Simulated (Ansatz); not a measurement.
Cost and result for the atomization energy of C3H9AlSi (`C/[C]([AlH2])=C\[SiH3]`) (14 atoms, 13 bonds).

```xyz
14

C    -0.626    0.650   -1.279
C    -0.567   -0.292   -0.115
Al   -1.970   -1.588    0.295
C     0.472   -0.306    0.742
Si    1.988    0.794    0.665
H    -1.516    1.286   -1.225
H     0.247    1.307   -1.350
H    -0.706    0.102   -2.223
H    -3.283   -1.714   -0.594
H    -1.737   -2.512    1.564
H     0.446   -1.022    1.566
H     1.625    2.236    0.749
H     2.748    0.593   -0.600
H     2.881    0.466    1.807
```

Charge 0, multiplicity 1. The structure was optimised at the PBE0-D4/def2-TZVP level. Program: Ansatz. All runs use 4 threads of an Arm Neoverse V2 on a shared host. Times are those of one run each, without the atoms' runs, and a repeat can differ threefold. Electronic energies, without spin–orbit coupling; frozen cores. CCSD(T)/CBS adds CCSD(T) − MP2 in def2-TZVPP to the MP2 limit, and its time is that of the two runs behind it. T1 = 0.012. B3LYP takes the VWN-RPA correlation (the form of Gaussian; ORCA's B3LYP/G).

CCSD(T)/CBS is a level of theory with its own doubt, some kJ/mol a heavy atom from the limit and from the frozen cores, so smaller differences don't rank the functionals.

| level | functions | wall time | atomization (kJ/mol) | difference from CCSD(T)/CBS | per bond |
| --- | --- | --- | --- | --- | --- |
| PBE-D4/def2-TZVPP (with forces) | 303 | 3 s | 4933.0 | 35.4 | 2.7 |
| PBE0-D4/def2-TZVPP | 303 | 3.6 s | 4891.7 | -5.9 | -0.5 |
| r2SCAN-D4/def2-TZVPP (with forces) | 303 | 6 s | 4906.1 | 8.5 | 0.7 |
| B3LYP-D4/def2-TZVPP (with forces) | 303 | 6 s | 4902.0 | 4.4 | 0.3 |
| B2PLYP/def2-TZVPP | 303 | 6.5 s | 4842.4 | -55.2 | -4.3 |
| ωB97X-V/def2-TZVPP | 303 | 9.5 s | 4913.4 | 15.8 | 1.2 |
| ωB97M-V/def2-TZVPP (with forces) | 303 | 14 s | 4907.6 | 10.0 | 0.8 |
| MP2/def2-QZVPP | 581 | 30 s | 4878.3 | -19.3 | -1.5 |
| CCSD(T)/def2-TZVPP | 303 | 12 min | 4787.1 | -110.5 | -8.5 |
| CCSD(T)/CBS(def2) | – | 12 min | 4897.6 | 0.0 | 0.0 |

The D4 term adds +50.8 kJ/mol with B3LYP and +27.0 kJ/mol with PBE0; it sums over pairs of atoms, weighted by their polarisabilities, and B3LYP, whose exchange is more repulsive, gets the larger term. From PBE to PBE0 (25 % exact exchange), in def2-TZVPP and without D4, the atomization energy moves by −36.7 kJ/mol: exact exchange takes away binding that semilocal exchange gives to molecules. In def2-TZVPP, CCSD(T) changes the Hartree–Fock value by +1071.3 kJ/mol (the triples alone add +58.9 kJ/mol) and MP2 by +1096.9 kJ/mol; breaking electron pairs costs correlation energy, which Hartree–Fock lacks.
